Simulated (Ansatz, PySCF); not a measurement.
C6H10, SMILES CCC#CCC.

Coordinates come from a B3LYP-D3(BJ)/def2-SVP optimisation.

Vertical ionisation energy (IE) and electron affinity (EA) in eV. Rows of orbital energies are one-electron estimates. Where ΔSCF, EOM or ADC give a negative EA the extra electron is unbound and the value depends on the basis.

```
level                                                                       IE     EA
------------------------------------------------------------------------  ----  -----
−ε(HOMO), −ε(LUMO), CAM-B3LYP/def2-TZVP (PySCF)                           8.38  -1.94
−ε(HOMO), −ε(LUMO), PBE/def2-TZVP (PySCF)                                 5.84  -0.15
ΔSCF, CAM-B3LYP/def2-SVPD (Ansatz), final states of multiplicity 2 and 2  9.30  -1.89
ΔSCF, PBE/def2-SVPD (Ansatz), final states of multiplicity 2 and 2         ___    ___
```

Problem. Some entries are withheld; supply them. (The exact figures need the calculation; the answer reports its results.)

Solution. 
- ΔSCF, PBE/def2-SVPD (Ansatz, a first-principles code), final states of multiplicity 2 and 2, IE: 9.01
- ΔSCF, PBE/def2-SVPD (Ansatz), final states of multiplicity 2 and 2, EA: -1.56

Problem. What vertical singlet–triplet gap does ΔSCF give with CAM-B3LYP/def2-SVPD (Ansatz) and with PBE/def2-SVPD (Ansatz)? (Estimate from the structure and the level; the computed values follow.)

Solution. 5.65 and 5.46 eV (triplet above singlet where positive).
